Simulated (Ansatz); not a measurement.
**The HOMO–LUMO gap down a group: Si to Sn**

One atom is swapped for its congeners: Si(SiH3)4; Ge(SiH3)4; Sn(SiH3)4. All are singlets with charge 0.

Shapes, held fixed at every level: PBE0-D4/def2-TZVP. Programs: Ansatz 0.2.0. Values in eV.

```csv
level,Si(SiH3)4,Ge(SiH3)4,Sn(SiH3)4
SPW92/def2-TZVPP,5.69,5.54,5.16
PBE-D4/def2-TZVPP,5.81,5.76,5.33
r2SCAN-D4/def2-TZVPP,6.28,6.36,5.91
BHLYP-D4/def2-TZVPP,9.53,9.39,8.89
r2SCAN0-D4/def2-TZVPP,7.91,7.96,7.49
wB97M-V/def2-TZVPP,11.30,11.14,10.67
```

At wB97M-V/def2-TZVPP the HOMO–LUMO gap falls at every step, from 11.30 to 10.67 eV. 4 of 6 levels show this order throughout; 4 agree on the largest and the smallest. For atoms past krypton def2 sets carry core potentials with scalar relativity. Relativity is left out for Ge unless named. Orbital gaps aren't excitation energies, and the LUMO depends on the basis.
